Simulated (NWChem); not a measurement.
System: C2H6BBr; SMILES BrB(C)C

Input file for NWChem:

```
start job
memory heap 200 mb stack 900 mb global 1100 mb
geometry units angstroms noautosym nocenter noautoz
  B     -0.000767     0.894527     0.003027
  Br     0.000370    -1.041371     0.008302
  C     -1.377344     1.630550    -0.059975
  H     -1.305451     2.604332    -0.569859
  H     -1.660078     1.854528     0.987083
  H     -2.194692     1.037959    -0.492567
  C      1.378103     1.627403     0.062462
  H      1.301132     2.637702     0.493551
  H      1.708601     1.760668    -0.985947
  H      2.169693     1.059887     0.571062
end
basis spherical
  B library 6-31g*
  Br library 6-31g*
  C library 6-31g*
  H library 6-31g*
end
dft
  xc hfexch
  iterations 150
end
property
  shielding
end
task dft property
```

NWChem printed, in part:

```
             Northwest Computational Chemistry Package (NWChem) 7.3.0
             --------------------------------------------------------

                             Geometry "geometry" -> ""
                             -------------------------

 Output coordinates in angstroms (scale by  1.889725989 to convert to a.u.)

  No.       Tag          Charge          X              Y              Z
 ---- ---------------- ---------- -------------- -------------- --------------
    1 B                    5.0000    -0.00076700     0.89452700     0.00302700
    2 Br                  35.0000     0.00037000    -1.04137100     0.00830200
    3 C                    6.0000    -1.37734400     1.63055000    -0.05997500
    4 H                    1.0000    -1.30545100     2.60433200    -0.56985900
    5 H                    1.0000    -1.66007800     1.85452800     0.98708300
    6 H                    1.0000    -2.19469200     1.03795900    -0.49256700
    7 C                    6.0000     1.37810300     1.62740300     0.06246200
    8 H                    1.0000     1.30113200     2.63770200     0.49355100
    9 H                    1.0000     1.70860100     1.76066800    -0.98594700
   10 H                    1.0000     2.16969300     1.05988700     0.57106200

 Effective nuclear repulsion energy (a.u.)     214.7040175819

  xc_inp: hfexch multiplicative factor not found.
                              NWChem Property Module
                              ----------------------

  itol2e modified to match energy
  convergence criterion.

                                 NWChem DFT Module
                                 -----------------

 Summary of "ao basis" -> "ao basis" (spherical)
 ------------------------------------------------------------------------------
       Tag                 Description            Shells   Functions and Types
 ---------------- ------------------------------  ------  ---------------------
 B                           6-31g*                  6       14   3s2p1d
 Br                          6-31g*                 12       32   5s4p3d
 C                           6-31g*                  6       14   3s2p1d
 H                           6-31g*                  2        2   2s

  itol2e modified to match energy
  convergence criterion.

[...]

          -----------------------------------------
          Chemical Shielding Tensors (GIAO, in ppm)
          -----------------------------------------

                                NWChem CPHF Module
                                ------------------

  scftype          =     RHF
  nclosed          =       29
  nopen            =        0
  variables        =     1653
  # of vectors     =        3
  tolerance        = 0.10D-03
  level shift      = 0.00D+00
  max iterations   =       50
  max subspace     =       30

 SCF residual:    8.8917345499025185E-005

Iterative solution of linear equations
  No. of variables     1653
  No. of equations        3
  Maximum subspace       30
        Iterations       50
       Convergence  1.0D-04

   iter   nsub   residual    time
   ----  ------  --------  ---------
     1      3    1.53D+00      31.0
     2      6    2.49D-01      34.0
     3      9    4.53D-02      36.9
     4     12    4.88D-03      39.9
     5     15    6.84D-04      42.8
     6     18    1.47D-04      46.6
     7     21    2.46D-05      49.5

      Atom:    1  B
        Diamagnetic
    196.7809      0.0113      0.9245
      0.0113    200.9424     -0.0693
      0.9245     -0.0693    176.3251

        Paramagnetic
   -159.6811     -0.3163     -8.7305
     -0.3163   -212.2429      0.3979
     -8.7305      0.3979    -63.3433

        Total Shielding Tensor
     37.0998     -0.3049     -7.8060
     -0.3049    -11.3005      0.3286
     -7.8060      0.3286    112.9818

           isotropic =      46.2603
          anisotropy =     101.2757

          Principal Components and Axis System
                 1           2           3
              113.7775     36.3066    -11.3030

      1        -0.1013      0.9948      0.0059
      2         0.0029     -0.0057      1.0000
      3         0.9949      0.1013     -0.0023

      Atom:    2  Br
        Diamagnetic
   3117.3355     -0.0017      0.0454
     -0.0017   3129.7234     -0.0321
      0.0454     -0.0321   3117.0618

        Paramagnetic
  -1143.4067     -4.4053    -38.0637
     -4.4053   -437.2666      0.4148
    -38.0637      0.4148   -414.2934

        Total Shielding Tensor
   1973.9287     -4.4069    -38.0183
     -4.4069   2692.4568      0.3827
    -38.0183      0.3827   2702.7684

           isotropic =    2456.3847
          anisotropy =     372.5879

          Principal Components and Axis System
                 1           2           3
             2704.7766   2692.4531   1971.9243

      1        -0.0522     -0.0035      0.9986
      2         0.0497      0.9987      0.0061
      3         0.9974     -0.0499      0.0519

      Atom:    3  C
        Diamagnetic
    256.3822     -5.7702      0.5562
     -5.7702    251.6875     -0.5687
      0.5562     -0.5687    245.7332

        Paramagnetic
    -64.9494     -5.8543      4.6908
     -5.8543    -74.7479     -1.2133
      4.6908     -1.2133    -63.2174

        Total Shielding Tensor
    191.4328    -11.6245      5.2471
    -11.6245    176.9396     -1.7820
      5.2471     -1.7820    182.5158

           isotropic =     183.6294
          anisotropy =      23.9941

          Principal Components and Axis System
                 1           2           3
              199.6254    180.8632    170.3995

      1         0.8379     -0.2218      0.4987
      2        -0.4532      0.2264      0.8622
      3         0.3042      0.9484     -0.0892

      Atom:    4  H
        Diamagnetic
     26.8298     -1.8855      0.5546
     -1.8855     37.1542     -6.3273
      0.5546     -6.3273     26.5089

[...]
```

Level: Hartree-Fock/6-31G* (spherical d), GIAO. Structure relaxed at the PBE0/def2-SVP level. The printed shielding anisotropy is the first printed principal value minus the mean of the other two.
